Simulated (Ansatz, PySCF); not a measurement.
Cl₂H₄Si₂, SMILES [SiH3][SiH](Cl)Cl. Atoms are numbered in the order given.

```xyz
8

Si    -2.1392    -0.1203     0.0000
Si     0.1010     0.5399     0.0000
Cl     1.0027    -0.2438    -1.6882
Cl     1.0027    -0.2438     1.6882
H     -2.1731    -1.6122     0.0000
H     -2.8182     0.4058    -1.2218
H     -2.8182     0.4058     1.2218
H      0.3437     2.0072     0.0000
```
Charge 0, spin multiplicity 1.

Coordinates come from a PBE0-D3(BJ)/def2-SVP optimisation.

Two levels are set side by side: PBE-D3(BJ)/def2-SVP (Ansatz, a quantum-chemistry and plane-wave program) and PBE0-D3(BJ)/def2-SVP (Ansatz). Each level has its own optimised geometry; the coordinates shown are those of the second. Frequencies come from the Hessian of PySCF at each geometry. Differences are taken from unrounded values.

```json
[
 {"quantity": "mean bond length (Å)", "PBE0-D3(BJ)": "1.777"},
 {"quantity": "bond Si1–Si2 (Å)", "PBE0-D3(BJ)": "2.335"},
 {"quantity": "bond Si2–Cl3 (Å)", "PBE0-D3(BJ)": "2.068"},
 {"quantity": "bond Si2–Cl4 (Å)", "PBE0-D3(BJ)": "2.068"},
 {"quantity": "bond Si1–H5 (Å)", "PBE0-D3(BJ)": "1.492"},
 {"quantity": "bond Si1–H6 (Å)", "PBE0-D3(BJ)": "1.494"},
 {"quantity": "bond Si1–H7 (Å)", "PBE0-D3(BJ)": "1.494"},
 {"quantity": "bond Si2–H8 (Å)", "PBE0-D3(BJ)": "1.487"},
 {"quantity": "highest harmonic wavenumber (cm⁻¹)", "PBE0-D3(BJ)": "2259"},
 {"quantity": "mean harmonic wavenumber (cm⁻¹)", "PBE0-D3(BJ)": "910"},
 {"quantity": "zero-point energy (kcal/mol)", "PBE0-D3(BJ)": "23.41"}
]
```

**Question.** What does PBE-D3(BJ) give, and how far is it from PBE0-D3(BJ)? (Estimate from the structure and the level; the computed values follow.)

**Answer.** 
```tsv
quantity	PBE-D3(BJ)	PBE-D3(BJ) minus PBE0-D3(BJ)
mean bond length (Å)	1.789	0.012
bond Si1–Si2 (Å)	2.345	0.009
bond Si2–Cl3 (Å)	2.083	0.015
bond Si2–Cl4 (Å)	2.083	0.015
bond Si1–H5 (Å)	1.502	0.010
bond Si1–H6 (Å)	1.504	0.010
bond Si1–H7 (Å)	1.504	0.010
bond Si2–H8 (Å)	1.500	0.012
highest harmonic wavenumber (cm⁻¹)	2185	-74
mean harmonic wavenumber (cm⁻¹)	879	-31
zero-point energy (kcal/mol)	22.61	-0.79
```

GGA bonds tend to be longer and softer than those of functionals with exact exchange. Differences between two approximate levels are no errors against the true value.
